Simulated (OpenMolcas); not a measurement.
# B2+: effect of the active space

- Program: OpenMolcas
- Method: CASSCF or its RAS form
- Basis: ANO-RCC-VTZP
- Scalar Hamiltonian: DKH2, point nucleus
- Spin-orbit coupling: state interaction with AMFI integrals over the reference wave functions, term energies averaged over their components

A. 1 electron in 4 orbitals (2s 2p); 2S+1 = 2 even, 1 root; 2S+1 = 2 odd, 3 roots; cost about 9 core-seconds
B. 1 electron in 9 orbitals (RAS2 2s 2p; RAS3 3d, at most 1 electron); 2S+1 = 2 even, 1 root; 2S+1 = 2 odd, 3 roots; cost roughly 7 core-seconds

Energies in eV above 2s ²S_1/2, the measured ground level; measured values from Moore, Atomic Energy Levels, vol. I, NSRDS-NBS 35 (1971 reprint of NBS Circular 467, 1949).

```json
{"Level": "2s ²S_1/2", "A": "0.0000", "B": "0.0000", "Measured": "0.0000"}
{"Level": "2p ²P°_1/2", "A": "6.0816", "B": "6.0816", "Measured": "5.9957"}
{"Level": "2p ²P°_3/2", "A": "6.0854", "B": "6.0854", "Measured": "5.9999"}
```

Deviations, from unrounded energies. A percentage is the sum of absolute deviations over the sum of measured energies, with the sign that they share, or ± where signs differ.

| Against measurement | Levels | A | B |
| --- | --- | --- | --- |
| mean absolute deviation (cm-1) | 2 | 690 | 690 |
| other configurations (%) | 2 | +1.4 | +1.4 |

A, B lie about equally close to measurement. The largest miss of A in the table is 2p ²P°_1/2, by +690 cm-1. The ranking rests on the paired levels alone, and a cruder setting can come out closer through cancelling errors.

Between A and B no level of the table moves by more than 5 cm-1.

With one active electron the reference holds no correlation, so core polarisation is missing. With one active electron outside closed inactive shells, the extra shells (3d) add no correlation to the reference (holds for B). Computed and measured levels are paired by configuration, term and J; levels that our copy of the source lacks, or whose pairing is in doubt (as where it misses far off the trend of its configuration), stay unpaired and out of the deviations. Only configurations of the active space appear.

° marks odd parity.
